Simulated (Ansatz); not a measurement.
BrH$_{5}$O$_{2}$Si$_{2}$, SMILES `O[SiH](Br)O[SiH3]`. Total charge 0; spin multiplicity 1. All single points use the PBE0-D4/def2-TZVP geometry. It is one conformer, not always the lowest.

```xyz
10

O     1.719   -1.776   -0.171
Si    0.794   -0.800    0.739
Br    1.927    1.046    1.260
O    -0.557   -0.343   -0.020
Si   -1.433    0.931   -0.582
H     2.181   -1.412   -0.927
H     0.472   -1.542    1.964
H    -0.687    1.619   -1.665
H    -1.709    1.888    0.518
H    -2.705    0.390   -1.115
```

Question: What is the dipole moment at ωB97M-V/def2-TZVPP? (Estimate.)

Answer: Computed: 1.26 D, with components (-0.30, 0.16, -1.21) D in this frame, pointing from negative to positive charge.

Question: And with PBE, r2SCAN, B3LYP? (Estimate.)

Answer: Computed: PBE 1.23 D, r2SCAN 1.26 D, B3LYP 1.24 D.

Question: Give the Mulliken charges with ωB97M-V, PBE, B3LYP in def2-TZVPP. (Estimate.)

Answer: The calculation gave: 
```json
{"atom": "O1", "ωB97M-V": "-0.35", "PBE": "-0.33", "B3LYP": "-0.37"}
{"atom": "Si2", "ωB97M-V": "0.56", "PBE": "0.52", "B3LYP": "0.64"}
{"atom": "Br3", "ωB97M-V": "-0.22", "PBE": "-0.22", "B3LYP": "-0.25"}
{"atom": "O4", "ωB97M-V": "-0.37", "PBE": "-0.28", "B3LYP": "-0.37"}
{"atom": "Si5", "ωB97M-V": "0.29", "PBE": "0.33", "B3LYP": "0.40"}
{"atom": "H6", "ωB97M-V": "0.18", "PBE": "0.19", "B3LYP": "0.19"}
{"atom": "H7", "ωB97M-V": "-0.02", "PBE": "-0.06", "B3LYP": "-0.06"}
{"atom": "H8", "ωB97M-V": "-0.03", "PBE": "-0.06", "B3LYP": "-0.07"}
{"atom": "H9", "ωB97M-V": "-0.02", "PBE": "-0.05", "B3LYP": "-0.06"}
{"atom": "H10", "ωB97M-V": "-0.03", "PBE": "-0.05", "B3LYP": "-0.06"}
```

B3LYP here is the variant with VWN-RPA as its local correlation; programs differ in this.
